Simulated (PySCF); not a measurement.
# Computed records: CH2B2F

All values are calculated (PySCF 2.14.0). Calculation on a computer-drawn molecule: the log of a Hartree-Fock and frozen-core CCSD(T) single point meant for a local Hartree-Fock minimum, with one planted fault or none, to be diagnosed. Offsets are logged minus clean, where the clean run is the same molecule without the fault. The reference is restricted for singlets and unrestricted otherwise, and also for a bond in bohr or an excited solution. Adding or removing an electron swaps singlet and doublet. The excited solution moves the top pair (singlet) or top alpha electron (doublet) to the lowest empty orbital. Highest occupied and lowest empty are orbital energies over both spins, largest force is the largest gradient component, triples share is (T) over the correlation energy, the T1 limit is 0.02 restricted and 0.045 unrestricted, electrons count all cores, a negative frequency is imaginary (commonest isotopes), and the dipole is about the centre of nuclear charge.

## CH2B2F

Logged structure:
```xyz
6
CH2B2F
C      0.6228    -1.3135     0.1692
B     -0.3407    -0.5075     0.3319
B     -1.4642     0.4334     0.5213
F     -2.3159     1.1470     0.6651
H      1.2086    -1.5942     0.9202
H      0.8397    -1.7043    -0.7174
```

| Item | Value |
| --- | --- |
| meant charge | 1 |
| meant multiplicity | 1 |
| meant basis | cc-pVDZ |
| logged electrons | 26 |
| logged basis functions | 66 |
| logged SCF converged | yes |
| logged spin squared | 0 |
| logged highest occupied | -16.086 eV |
| logged lowest empty | -5.9691 eV |
| logged largest force | 0.15823 hartree/bohr |
| logged T1 diagnostic | 0.018653 |
| logged D1 diagnostic | 0.049071 |
| logged triples share | 0.029472 |
| logged CC converged | yes |
| logged dipole magnitude | 0.26387 debye |
| logged SCF stable within its kind | yes |
| logged energy HF | -187.45221 hartree |
| logged energy CCSD(T) | -187.92749 hartree |
| possible faults | no fault, one electron removed, one electron added, multiplicity raised by two, geometry at a saddle point, SCF held on an excited solution, minimal basis STO-3G, one bond length entered in bohr, all coordinates scaled |
| planted fault | all coordinates scaled, by -8.7 % |
| HF energy offset from clean run | 40.01 kcal/mol |
| CCSD(T) energy offset from clean run | 49.76 kcal/mol |

Drawn bonds:
```tsv
atom	other atom	order
1	2	2
2	3	1
3	4	1
1	5	1
1	6	1
```
